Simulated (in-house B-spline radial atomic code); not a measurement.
# RPA and G0W0 on BHandHLYP: C IV (C3+)

Configuration [He] 2s1, highest spin, mean-field start BHandHLYP. Computed with a B-spline radial code for spherical atoms: all electrons, scalar-relativistic (spin-free one-electron X2C), finite nucleus, each spin shell either full or empty, empty states to l = 9 with an (l + 1/2)⁻⁴ tail; G0W0 by contour deformation at full frequency.

RPA overbinds a lone outer s electron by self-correlation, and G0W0 tends to as well.

Command:
```bash
python run_gw.py task.json out
```
Settings (radii: box in bohr, nucleus in fm):
```
Z                        6
electrons                3
configuration            [He] 2s1
hamiltonian              x2c
method                   bhandhlyp
lmax                     9
rms_radius               2.4702
spin_polarised           True
box_radius               14.14
intervals                71
ion_configuration        1s2
```

Run time, properties included: 2.2 s on 1 thread of Intel(R) Xeon(R) Platinum 8259CL CPU @ 2.50GHz, with other jobs on the host.

Energies (hartree):

```
                                     term      value
                         mean-field total  -34.80485
Hartree-Fock functional on these orbitals  -34.74011
                      direct second order   -0.13178
                    second-order exchange   0.082184
                         SOSEX correction   0.074157
```

Task: What is the RPA correlation energy, and what remains with SOSEX?

Result: RPA gives -0.12138 hartree (-1.1 eV per electron); RPA + SOSEX gives -0.047221, and the second-order doubles -0.0496 hartree (no singles). SOSEX takes back 61 % of the RPA value.

Quasi-particle levels (eV):

```csv
level,occupied,mean field,Σx - vxc,Σc,QP weight,G0W0
2s up,yes,-61.15,-3.25,?,?,?
1s down,yes,-349.32,-16.31,2.62,0.944,-363.02
2s down,no,-50.43,5.09,-2.29,0.936,-47.63
```

G0W0 = mean field + (Σx - vxc) + Σc, with Σc (partial-wave tail included) taken at the quasi-particle energy. Levels of low weight are left out.

Task: Where does G0W0 put 2s up?

Result: At -65.59 eV, with Σc = -1.20 eV and a quasi-particle weight of 0.969. The tabulated removal energy is 64.494 eV (NIST, measured).

Task: What does it cost to remove one electron (to 1s2) by differences of total energies, each species on its own start (correlation terms add to the Hartree-Fock functional)?

Result: BHandHLYP 65.06 eV, Hartree-Fock functional 64.38 eV, + RPA 65.32 eV, + RPA + SOSEX 64.48 eV, + second order 64.50 eV. Tabulated: 64.494 eV (NIST, measured).
